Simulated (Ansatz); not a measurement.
Ca2S. Total charge 0; triplet. Geometry PBE-D4/def2-TZVP, that of the charge +1 doublet; atoms count from 1.

```xyz
3

Ca   -1.058   -0.713   -2.049
Ca    1.312    0.664    1.913
S    -0.254    0.049    0.136
```

Another isomer (doublet) lies 0.05 eV lower at PBE0-D4/def2-TZVP.

Q: Estimate the Mulliken populations from the PBE0/def2-TZVP orbitals of Ansatz.

A: 
```tsv
atom	charge (e)	spin (α − β)
Ca1	0.51	0.99
Ca2	0.51	0.99
S3	-1.03	0.02
```
Mulliken values depend strongly on the basis.

Q: Where does the spin sit?

A: Summed by element: Ca 1.98, S 0.02, of 2 unpaired in all. Largest on single atoms: Ca2 0.99, Ca1 0.99, S3 0.02.

Q: And the Mayer bond orders between heavy atoms (over 0.3)?

A: Ca1–S3 0.86 (2.45 Å); Ca2–S3 0.86 (2.45 Å).
